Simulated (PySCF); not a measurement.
Gas-phase reaction: InH3 + HCN + 2 CH4 = In(CH3)3.NH3

Method: PySCF energies plus ideal-gas RRHO corrections (1 bar). † marks an energy on the PBE0/def2-TZVP geometry and frequencies. MP2 freezes the core. All species are closed-shell singlets. B3LYP is the form with VWN-RPA correlation. In: scalar-relativistic def2 core potential, no spin-orbit coupling. Adducts (In(CH3)3.NH3) have no counterpoise correction, and HF, PBE, BLYP, B3LYP and PBE0 lack dispersion. InH3, In(CH3)3.NH3: computed as isolated molecules; such fragments, hydroxides, amides, oligomers or adducts are transient or little studied in the gas. MP2 isn't extrapolated to the basis-set limit; its ΔH°(298 K) is -185.7 kJ in def2-SVP and -231.1 kJ in def2-TZVPP. The harmonic model lacks anharmonicity and excited electronic states, which grow with temperature; levels with a mode under 35 cm⁻¹ are left out. Soft modes under 120 cm⁻¹ make the harmonic entropy rough for In(CH3)3.NH3.

```json
[
 {"level": "B3LYP/def2-TZVP†", "ΔE electronic, kJ": "-204", "ΔH°(298 K), kJ": "-156", "ΔS°(298 K), J/K": "-345", "ΔG°(2500 K), kJ": "609"},
 {"level": "HF/def2-TZVP†", "ΔE electronic, kJ": "-157", "ΔH°(298 K), kJ": "-109", "ΔS°(298 K), J/K": "-345", "ΔG°(2500 K), kJ": "656"},
 {"level": "M06-2X/def2-TZVP†", "ΔE electronic, kJ": "-275", "ΔH°(298 K), kJ": "-227", "ΔS°(298 K), J/K": "-345", "ΔG°(2500 K), kJ": "538"},
 {"level": "MP2/def2-SVP†", "ΔE electronic, kJ": "-234", "ΔH°(298 K), kJ": "-186", "ΔS°(298 K), J/K": "-345", "ΔG°(2500 K), kJ": "579"},
 {"level": "PBE/def2-TZVP†", "ΔE electronic, kJ": "-248", "ΔH°(298 K), kJ": "-200", "ΔS°(298 K), J/K": "-345", "ΔG°(2500 K), kJ": "565"},
 {"level": "PBE0/def2-SVP†", "ΔE electronic, kJ": "-273", "ΔH°(298 K), kJ": "-225", "ΔS°(298 K), J/K": "-345", "ΔG°(2500 K), kJ": "540"},
 {"level": "r2SCAN/def2-TZVP†", "ΔE electronic, kJ": "-264", "ΔH°(298 K), kJ": "-215", "ΔS°(298 K), J/K": "-345", "ΔG°(2500 K), kJ": "549"},
 {"level": "LDA/def2-TZVP†", "ΔE electronic, kJ": "-348", "ΔH°(298 K), kJ": "-299", "ΔS°(298 K), J/K": "-345", "ΔG°(2500 K), kJ": "465"}
]
```
ΔH° is lowest at LDA/def2-TZVP† and highest at HF/def2-TZVP†. No reference value is set beside these.
